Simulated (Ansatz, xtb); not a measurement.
## Two structures of C4H8AlF

Structure a: a singlet given by its coordinates. Structure b: `C=[CH][Al]([CH3])[CH2]F`, a singlet. Both are isolated molecules in the gas phase, relaxed with PBE-D3(BJ)/def2-SVP; the shapes shown needn't be the lowest conformers.

a (Å):

| atom | x (Å) | y (Å) | z (Å) |
| --- | --- | --- | --- |
| C | -1.7432 | -0.2708 | -0.6979 |
| C | -1.7476 | 0.4800 | 0.4227 |
| C | -0.8449 | 0.3953 | 1.5708 |
| C | 1.9217 | 1.0874 | -0.2552 |
| Al | 1.1133 | 0.7867 | 1.5021 |
| F | 0.0212 | -0.8880 | 1.4703 |
| H | -1.0343 | -1.1028 | -0.8237 |
| H | -2.4648 | -0.0830 | -1.5056 |
| H | -2.4849 | 1.2985 | 0.5332 |
| H | -1.3531 | 0.3071 | 2.5517 |
| H | 1.8689 | 0.8708 | 2.9082 |
| H | 1.1805 | 0.9449 | -1.0685 |
| H | 2.7715 | 0.3965 | -0.4399 |
| H | 2.3259 | 2.1188 | -0.3417 |

Close contacts (Å): C1–C2 1.35, C2–C3 1.46, C3–Al5 2.00, C3–F6 1.55, C4–Al5 1.96, Al5–F6 2.00, C1–H7 1.10, C1–H8 1.10, C2–H9 1.11, C3–H10 1.11, C4–H12 1.11, C4–H13 1.11, C4–H14 1.11, Al5–H11 1.60.

b (Å):

```xyz
14

C     2.0519   -2.1341   -0.2596
C     2.2806   -0.8029   -0.1363
C     1.1813    2.2954    0.9164
C    -0.7697   -0.4709    1.3287
Al    0.9384    0.3555    0.6849
F    -0.8616   -1.8605    1.1246
H     2.7842   -2.8270   -0.7171
H     1.1109   -2.5896    0.0957
H     3.2501   -0.4259   -0.5193
H     2.0704    2.5102    1.5490
H     1.3741    2.7917   -0.0597
H     0.3119    2.8028    1.3824
H    -0.9161   -0.2660    2.4185
H    -1.6491    0.0141    0.8361
```

Estimate E(b) − E(a) at the level CCSD(T)/def2-SVP + ΔMP2/def2-TZVPP.

Not settled: CCSD(T)/def2-SVP + ΔMP2/def2-TZVPP gives E(b) − E(a) = −3.6 kcal/mol, but this leans on the basis-set step: CCSD(T) alone gives −0.5 kcal/mol.

Level by level:

```
                             level             geometry  E(b) − E(a) (kcal/mol)  departure from the last row (kcal/mol)  job, with rough time for the two
               PBE-D3(BJ)/def2-SVP  PBE-D3(BJ)/def2-SVP                      +1.2                                    +4.7                optimisation, 91 s
                       HF/def2-SVP  PBE-D3(BJ)/def2-SVP                      −5.1                                    −1.5           part of the CCSD(T) run
                      MP2/def2-SVP  PBE-D3(BJ)/def2-SVP                      −0.7                                    +2.9           part of the CCSD(T) run
                  CCSD(T)/def2-SVP  PBE-D3(BJ)/def2-SVP                      −0.5                                    +3.1                      single point
CCSD(T)/def2-SVP + ΔMP2/def2-TZVPP  PBE-D3(BJ)/def2-SVP                      −3.6                                                     single point, 2.5 min
```

PBE-D3(BJ)/def2-SVP puts the two in the other order. CCSD(T)/def2-SVP finds them nearly level. The largest departure from CCSD(T)/def2-SVP + ΔMP2/def2-TZVPP is that of PBE-D3(BJ)/def2-SVP, 4.7 kcal/mol. A small imaginary or near-zero mode remains, so no thermal terms are given. Levels run at GFN2-xTB geometries aren't shown. The last row adds to CCSD(T) the change of the MP2 difference between the two basis sets, here −3.1 kcal/mol, a large step that makes the value less sure.

The correlated steps freeze 10 core orbitals. Programs: Ansatz 0.2.0, xtb 6.7.1; the last row on 2 threads of AMD EPYC (Zen 3) on a shared host.
